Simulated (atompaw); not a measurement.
O: one change to a PAW (atompaw) potential, before and after

```json
{
 "Element": "oxygen",
 "Generator": "atompaw 4.2.0.5",
 "Type": "PAW",
 "Functional": "LDA (PW92)",
 "Relativity": "scalar-relativistic",
 "Frozen core": "[He]",
 "Valence charge": "6",
 "Reference configuration": "2s2 2p3.5 (charge +0.5)",
 "Partial waves": "2s (bound): rc 2.05 bohr; 2s channel at -1.65 Ry: rc 1.00 bohr; 2p (bound): rc 2.05 bohr; 2p channel at -0.8 Ry: rc 2.05 bohr",
 "Local potential": "troulliermartins scheme with l = 2 at 0 Ry, radius 1.40 bohr",
 "Core correction": "smooth core density matched at 1.30 bohr",
 "Augmentation charge": "sinc compensation charge, radius 1.95 bohr; PAW radius 2.05 bohr; waves and projectors: custom rrkj gramschmidtortho"
}
```

All-electron outer shells of the reference configuration (LDA (PW92), scalar-relativistic, ld1.x):

| shell | level (eV) | outermost node (bohr) | outermost maximum (bohr) |
| --- | --- | --- | --- |
| 2s | -31.16 | 0.28 | 0.87 |
| 2p | -16.43 | – | 0.80 |

Change: local potential troulliermartins scheme with l = 2 at 0 Ry, radius 1.28 bohr.

Cutoffs: the cutoffs (Ry, on a coarse ladder) from which the occupation-weighted sum of valence levels, in a spherical-Bessel basis at the reference potential, stays within 10 and 1 mRy of its value at 400 Ry; they do not see the model core or the augmentation charge, which bear on the density cutoff.

**Question.** What does the change do?

**Answer.** The potential gets neither clearly harder nor softer (15 Ry and 21 Ry → 15 Ry and 21 Ry); neither file shows a bound ghost.

```csv
quantity,base,changed
"cutoff, loose",15 Ry,15 Ry
"cutoff, tight",21 Ry,21 Ry
bound ghosts,none,none
s: phases at 2.05 bohr within 0.05 rad from the reference energy up to (Ry; the scan ends near 5),1.6,1.7
p: phases at 2.05 bohr within 0.05 rad from the reference energy up to (Ry; the scan ends near 5),2.0,1.7
lowest overlap eigenvalue by channel,"s 0.09, p 1.00","s 0.04, p 1.00"
```

 The cutoffs see the waves, projectors and local potential, not the compensation charge or the core.
